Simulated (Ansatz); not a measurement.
boric acid (H₃BO₃), singlet, at a GFN2-xTB geometry. Base run: B3LYP/aug-cc-pVDZ in Ansatz (a program for electronic structure).

Geometry (Å):
```xyz
7

O     -1.1426    -0.7694    -0.0318
B     -0.0077    -0.0393    -0.0035
O     -0.1141     1.3222     0.1303
O      1.1704    -0.7048    -0.1098
H     -1.9345    -0.2386     0.0476
H      0.6966     1.8276     0.1490
H      1.9668    -0.1770    -0.0884
```
All else is at Ansatz's defaults.
Base energy -252.53309 Eh.

Variants of this job, named by their change:

| change | ΔE vs base (mEh) |
|---|---|
| base | 0.000 |
| final_grid = 4, 8, 17 | 0.000 |
| point_charge = charge:1.0 position_ang:3.6134, -2.0271, 2.9151 | -2.675 |
| accuracy = high | -0.011 |
| final_grid = 6, 12, 29 | 0.004 |
| point_charge = charge:-1.0 position_ang:-1.2772, -4.7023, -0.1369 | 13.496 |
| lower_state_search = full | 0.000 |
| nuclear_model = gaussian | 0.040 |
| final_grid = 10, 20, 41 | 0.000 |
| forces = on | 0.000 |
| fitting.mean_field = def2-universal-JKFIT | -0.058 |
